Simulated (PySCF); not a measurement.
**TaF3: one-bond stretch**

These are results of PySCF, B3LYP, basis Ta def2-SVP with ECP60, F def2-SVP (scalar-relativistic core potentials, no spin–orbit coupling, density fitting), not measurements.

Rigid scan from the singlet minimum (Ta–F 1.854 Å (×3); F–Ta–F 120.0° (×3)). Coordinate: the bond from Ta to the last atom (F) scaled, the rest fixed. Energies in kJ/mol from the minimum.

```tsv
scale of one bond	E (kJ/mol)	dipole size (D)
0.92	45.6	0.82
0.96	10.0	0.40
1.00	0.0	0.00
1.05	11.9	0.47
1.12	56.0	1.09
1.20	125.4	1.73
1.35	266.9	2.82
1.55	431.8	–
1.80	577.5	–
2.20	703.4	–
```

At long bonds a restricted determinant can lie too high, and another spin state can fall below this curve.

With an element this heavy the missing spin–orbit coupling can shift these numbers.

The scan took of the order of 90 core-seconds on a shared host.
